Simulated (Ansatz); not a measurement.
W2N2, relaxed as a singlet with RKS PBE-D4/def2-TZVP in Ansatz, starting from the GFN2-xTB geometry. Force threshold 0.02 eV/Å.

In the def2 sets W takes a core potential; there is no spin–orbit coupling. The restricted singlet is unstable towards broken spin symmetry in Hartree–Fock (as tested in another run); at PBE-D4/def2-TZVP this wasn't settled. Another isomer (triplet) lies 1.26 eV lower at PBE0-D4/def2-TZVP; other spin states weren't run for this one.

Start:

Cartesian coordinates in Å:
```
W 0.818 0.748 -1.236
W 1.124 -0.308 1.084
N -0.664 0.018 -0.324
N -1.278 -0.458 0.477
```

```csv
step,energy (eV),largest force component (eV/Å),SCF passes
1,-6624.8922,5.766,79
2,-6626.3038,1.945,58
3,-6626.6433,1.825,52
4,-6627.0367,1.721,38
5,-6627.0441,1.812,54
6,-6627.2473,0.620,47
7 (rejected),-6626.9488,1.634,60
8 (rejected),-6627.1959,0.611,49
9,-6627.2616,0.214,44
10,-6627.2642,0.116,40
11,-6627.2654,0.074,40
12,-6627.2656,0.025,31
13,-6627.2657,0.003,31
```

Force components are those of the run's own axes.

End:

| atom | x (Å) | y (Å) | z (Å) |
| --- | --- | --- | --- |
| W1 | 0.9599 | 0.5721 | -1.1247 |
| W2 | 0.8637 | -0.2311 | 0.8854 |
| N3 | -0.8178 | 0.3211 | -0.3023 |
| N4 | -1.0058 | -0.6621 | 0.5416 |

By distances, no bond broke or formed. The bond that changes most is W2–N4, from 2.48 to 1.95 Å (atoms count from 1).

No frequencies were taken in this run, so the end may be a saddle point.

It took 37 s on 2 threads of Arm Neoverse V1 on a shared host.
